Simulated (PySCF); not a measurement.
## Mo²⁺ (molybdenum, charge +2) across methods

[Kr] 4d3 5s1, high-spin 5F determinant (an excited configuration). Computed with PySCF 2.14 in def2-QZVPPD with the def2 core potential (28 electrons) (7s5p4d3f2g, 81 functions), with a scalar-relativistic core potential.

```json
{"method": "UHF", "E (hartree)": "-66.63989", "mean ε 4p β (eV)": "-68.036", "mean ε 4d α (eV)": "-31.200", "mean ε 5s α (eV)": "-22.360", "Σ⟨r²⟩ (bohr²)": "32.06", "⟨S²⟩": "6.005"}
{"method": "PBE0", "E (hartree)": "-67.0979", "mean ε 4p β (eV)": "-62.298", "mean ε 4d α (eV)": "-26.671", "mean ε 5s α (eV)": "-20.723", "Σ⟨r²⟩ (bohr²)": "31.75", "⟨S²⟩": "6.001"}
{"method": "PBEsol", "E (hartree)": "-66.9894", "mean ε 4p β (eV)": "-59.830", "mean ε 4d α (eV)": "-24.849", "mean ε 5s α (eV)": "-20.092", "Σ⟨r²⟩ (bohr²)": "31.79", "⟨S²⟩": "6.001"}
{"method": "LDA", "E (hartree)": "-66.9175", "mean ε 4p β (eV)": "-59.898", "mean ε 4d α (eV)": "-24.847", "mean ε 5s α (eV)": "-20.330", "Σ⟨r²⟩ (bohr²)": "31.86", "⟨S²⟩": "6.000"}
{"method": "PW91", "E (hartree)": "-67.1446", "mean ε 4p β (eV)": "-60.025", "mean ε 4d α (eV)": "-25.010", "mean ε 5s α (eV)": "-20.106", "Σ⟨r²⟩ (bohr²)": "31.76", "⟨S²⟩": "6.001"}
{"method": "PBE", "E (hartree)": "-67.1108", "mean ε 4p β (eV)": "-59.940", "mean ε 4d α (eV)": "-24.936", "mean ε 5s α (eV)": "-20.023", "Σ⟨r²⟩ (bohr²)": "31.77", "⟨S²⟩": "6.001"}
{"method": "MN15", "E (hartree)": "-66.9642", "mean ε 4p β (eV)": "-62.874", "mean ε 4d α (eV)": "-26.877", "mean ε 5s α (eV)": "-21.344", "Σ⟨r²⟩ (bohr²)": "31.90", "⟨S²⟩": "6.001"}
{"method": "r2SCAN", "E (hartree)": "-67.1431", "mean ε 4p β (eV)": "-60.770", "mean ε 4d α (eV)": "-25.485", "mean ε 5s α (eV)": "-20.228", "Σ⟨r²⟩ (bohr²)": "31.66", "⟨S²⟩": "6.002"}
```

(1) Estimate the same row for M06-2X.

Energies and moments cover only the electrons outside the core potential.

Results:

(1) E (hartree) = -66.9869; mean ε 4p β (eV) = -64.481; mean ε 4d α (eV) = -28.020; mean ε 5s α (eV) = -21.789; Σ⟨r²⟩ (bohr²) = 31.72; ⟨S²⟩ = 6.001.
